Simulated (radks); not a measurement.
The numbers below are computed, except where a source is named.
Task: The mean radii <r> (bohr) of the occupied orbitals of an atom or ion are listed with their occupations. Code: a radial shooting solver on a logarithmic mesh with Libxc functionals. Model: non-relativistic Kohn-Sham, BP86, spin-polarised, spherical densities, point nucleus.

orbital  occ.     <r>
1s          2  0.1293

Name the element and its charge. Open shells, if any, are filled with parallel spins first.

Result: Z = 12, magnesium, charge +10: Mg10+ in [He]. The 1s radius gives Z: for a bare nucleus <r> = 1.5/Z, 0.125 bohr for Z = 12, and screening makes it slightly larger (0.1293 here). The occupations add up to 2, and the charge is Z minus that.
